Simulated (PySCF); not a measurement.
One of the candidates below gave these computed data.

All candidates are C6H9NO.

| technique | computed result |
| --- | --- |
| Polarisability | 87.8 au [B3LYP/def2-SVPD] |
| Dipole | 3.56 D [B3LYP/def2-SVPD] |
| UV, strongest line | among the 8 lowest singlet transitions: S3 at 5.48 eV (226 nm, f = 0.322) [TDDFT B3LYP/def2-SVPD] |
| Rotational structure | rotational constants A, B, C: 3.377, 1.499, 1.177 GHz [GFN2-xTB] |
| Triplet | lowest triplet excitation (Tamm–Dancoff): 3.22 eV [TDA B3LYP/def2-SVPD] |
| UV, first state | lowest singlet excitation: 4.72 eV (263 nm, f = 0.004) [TDDFT B3LYP/def2-SVPD] |

Electronic properties: PySCF, gas phase, density fitting. Levels stand in brackets. The structure is a single GFN2-xTB conformer in the gas phase; no vibrational or solvent corrections.

Problem. Which candidate is it?
A. `C=CC(=C)C(=O)NC`
B. `C=CC[C@@H](C#N)OC`
C. `N#CC[C@@H]1CCCO1`

Solution. A. It is `C=CC(=C)C(=O)NC`. Numbering: `[CH2:1]=[CH:2][C:3](=[CH2:4])[C:5](=[O:6])[NH:7][CH3:8]`. Its formula, C6H9NO, gives 3 degrees of unsaturation: 0 rings and 3 π bonds in the structure found. S1 is mainly HOMO−1→LUMO (weight 0.90); the largest Löwdin shares of the orbital it empties are 0.66 on the amide oxygen, 0.09 on the amide carbonyl carbon, 0.08 on the fully substituted alkene carbon and 0.07 on the amide nitrogen, of the orbital it fills 0.27 on a terminal =CH2 carbon, 0.19 on a terminal =CH2 carbon, 0.19 on the fully substituted alkene carbon and 0.10 on the alkene CH carbon. The optimised geometry has point group C1 and is an asymmetric top.

The others, at the same levels:
- `C=CC[C@@H](C#N)OC` fails: its computed lowest singlet excitation is 6.66 eV (186 nm, f = 0.009) (against 4.72 eV), lowest triplet excitation (Tamm–Dancoff) is 4.54 eV (against 3.22 eV) and strongest line among the 8 lowest singlet transitions is S2 at 6.80 eV (182 nm, f = 0.127) (against S3 at 5.48 eV).
- `N#CC[C@@H]1CCCO1` fails: its computed lowest singlet excitation is 6.45 eV (192 nm, f = 0.013) (against 4.72 eV), lowest triplet excitation (Tamm–Dancoff) is 6.20 eV (against 3.22 eV) and strongest line among the 8 lowest singlet transitions is S5 at 7.68 eV (161 nm, f = 0.022) (against S3 at 5.48 eV).

Each candidate is one conformer, not necessarily the lowest. The conformers computed, where there is a choice (atom-mapped SMILES and torsion angles):
- `[CH2:1]=[CH:2][C:3](=[CH2:4])[C:5](=[O:6])[NH:7][CH3:8]`: C1–C2–C3–C4 176°, C2–C3–C5–O6 51°, C3–C5–N7–C8 -179°
- `[CH2:1]=[CH:2][CH2:3][C@@H:4]([C:5]#[N:6])[O:7][CH3:8]`: C1–C2–C3–C4 -118°, C2–C3–C4–C5 170°, C3–C4–O7–C8 172°

The conformers of `N#CC[C@@H]1CCCO1` aren't listed.
